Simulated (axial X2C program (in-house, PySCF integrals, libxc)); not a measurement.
## Which molecule has these constants?

Computed with an in-house relativistic program for diatomic molecules, spin-free (one-electron X2C) or two-component (2c: spin–orbit coupling with atomic mean-field Coulomb and Gaunt terms, which also bring small scalar terms), in Dyall basis sets with cores contracted in-house; open shells are unrestricted.

A two-component PBE0 calculation in a Dyall 3-zeta basis gave Re = 3.260 Å, ωe = 165.9 cm⁻¹, De = 1.81 eV, dipole magnitude 9.99 D, Ω = 3/2.

Problem. Which molecule is it?
A. CsSi
B. NaSi
C. KSi
D. SiH
E. LiSi

Solution. A. The others have NaSi 2.700 Å and 256.6 cm⁻¹ (Ω = 3/2); KSi 3.030 Å and 204.9 cm⁻¹ (Ω = 3/2); LiSi 2.365 Å and 450.2 cm⁻¹ (Ω = 3/2); SiH 1.536 Å and 2015.2 cm⁻¹ (Ω = 1/2).

Each entry is the lowest single determinant of a limited PBE0 search at one distance. De goes to single-determinant-based atoms at the same level (for ions the charge split of lowest energy) and is withheld (n/a) where an atom does not fit its ground term or J level. Main or longest-lived isotopes. One determinant is a doubtful description, or other states lie close, for CsSi, NaSi, KSi, LiSi; these need not be ground states, and all values refer to the states named. With several unpaired electrons the Ω given is that of one determinant, not necessarily of the lowest component. Some light 2c atoms are not at their ground J level, so De misses part of their lowering (0.04 eV or less). The functionals have no current term, which raises determinants with orbital currents.
